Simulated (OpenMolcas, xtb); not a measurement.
# AlSiNH6O (SMILES O[SiH2][NH][AlH2]): methods side by side

The species is AlSiNH6O (10 atoms), meant as a singlet with charge 0. SMILES: `O[SiH2][NH][AlH2]`. Geometry: relaxed at PBE0-D4/def2-TZVP. This is one conformer, not always the lowest.

Quantity: the vertical energy of the triplet above the singlet, in eV. The values are calculated.

```tsv
level	kind	program	value (eV)	less CCSD(T)/6-31G*	CPU time (all runs)
GFN0-xTB	semi-empirical	xtb	4.88	-0.80	under 2 s
HF/6-31G* (spherical functions)	Hartree–Fock	OpenMolcas	4.91	-0.77	23 s
SVWN5/6-31G* (spherical functions)	LDA	OpenMolcas	4.96	-0.72	2.3 min
PBE/6-31G* (spherical functions)	GGA	OpenMolcas	4.92	-0.76	3.3 min
r2SCAN/6-31G* (spherical functions)	meta-GGA	OpenMolcas	5.12	-0.56	4.1 min
B3LYP/6-31G* (Cartesian functions)	global hybrid	OpenMolcas	5.41	-0.27	2.5 min
CCSD(T)/6-31G* (spherical functions), open shells restricted	coupled cluster or CI	OpenMolcas	5.68	0.00	96 s
```

Differences are taken from CCSD(T)/6-31G* (spherical functions), open shells restricted for orientation; it has basis-set and higher-order errors of its own. The values span 4.88 to 5.68 eV. GFN0-xTB: no spin polarisation, so open shells miss the exchange term that lowers them. The upper state's dipole differs much between rows, so they may not all be the same state. CPU times are rough (shared hosts, several kinds of processor and program).
